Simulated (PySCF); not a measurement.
A structure optimised at PBE0-D3(BJ)/def2-SVP, used in a PySCF frequency run:

```xyz
6

Al     0.0000     0.0000    -0.0408
F      0.0000     1.4210    -0.8885
F      0.0000    -1.4210    -0.8885
N      0.0000     0.0000     1.7079
H      0.0000    -0.8331     2.2838
H      0.0000     0.8331     2.2838
```

**Question.** Write its SMILES, formula and point group.

**Answer.** [NH2][Al]([F])[F], AlF2H2N, C2v

**Question.** What are its rotational constants (standard atomic weights)?

**Answer.** 6.4691, 6.2455, 3.1777 GHz
